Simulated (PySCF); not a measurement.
Estimate the missing entries of this data sheet.

Compound: C2H12NP2Si (charge +1).
Atom-mapped SMILES: `[CH3:1][N:2]([CH3:3])[Si@@H:4]([PH2:5])[PH3+:6]` (hydrogens: H7, H8, H9 on C1; H10, H11, H12 on C3; H13 on Si4; H14, H15 on P5; H16, H17, H18 on P6)

Conformer (atom-mapped SMILES and torsion angles): `[CH3:1][N:2]([CH3:3])[Si@@H:4]([PH2:5])[PH3+:6]`: C1–N2–Si4–P5 179°, H–P5–Si4–N2 -175°, H–P5–Si4–N2 -81°.

```tsv
property	level	value
point group of the GFN2-xTB geometry	GFN2-xTB	C1
rotational constants A, B, C of the GFN2-xTB geometry	GFN2-xTB	?
HOMO energy	CAM-B3LYP/def2-SVPD	?
LUMO energy	CAM-B3LYP/def2-SVPD	-4.11 eV
lowest singlet excitation	TDDFT CAM-B3LYP/def2-SVPD	?
strongest line among the 8 lowest singlet transitions	TDDFT CAM-B3LYP/def2-SVPD	?
lowest triplet excitation (Tamm–Dancoff)	TDA CAM-B3LYP/def2-SVPD	?
static isotropic polarisability	CAM-B3LYP/def2-SVPD	?
electronic spatial extent ⟨r²⟩ about the centre of nuclear charge	CAM-B3LYP/def2-SVPD	1406 bohr²
```

Gas-phase values; electronic properties from PySCF, density fitting. Isolated species at its GFN2-xTB geometry (one conformer only).

**Question.** The static isotropic polarisability?

**Answer.** 109.5 au.

**Question.** What are the rotational constants A, B, C of the GFN2-xTB geometry?

**Answer.** 1.636, 1.354, 0.874 GHz.

**Question.** What is the lowest triplet excitation (Tamm–Dancoff)?

**Answer.** 4.46 eV.

**Question.** What is the lowest singlet excitation?

**Answer.** 5.37 eV (231 nm, f = 0.089).

**Question.** Give the HOMO energy.

**Answer.** -12.42 eV.

**Question.** Give the strongest line among the 8 lowest singlet transitions.

**Answer.** S2 at 5.76 eV (215 nm, f = 0.108).

The 8 singlets span 5.37 to 7.10 eV, and their oscillator strengths add up to 0.46. The vertical singlet–triplet gap S1 − T1 is 0.91 eV (TDDFT singlet less Tamm–Dancoff triplet; S1: HOMO→LUMO, weight 0.88; T1: HOMO→LUMO, weight 0.82). The rotational constants make it an asymmetric top with κ = (2B − A − C)/(A − C) = 0.26, nearer the oblate limit (+1). No computed singlet falls in the visible range (750 to 380 nm, 1.65 to 3.26 eV); S1 lies 2.11 eV above its blue end. With B = h/(8π²I), that is 505.379 GHz u Å² over I, the principal moments of inertia are 308.9, 373.4 and 578.1 u Å² (most abundant isotopes).
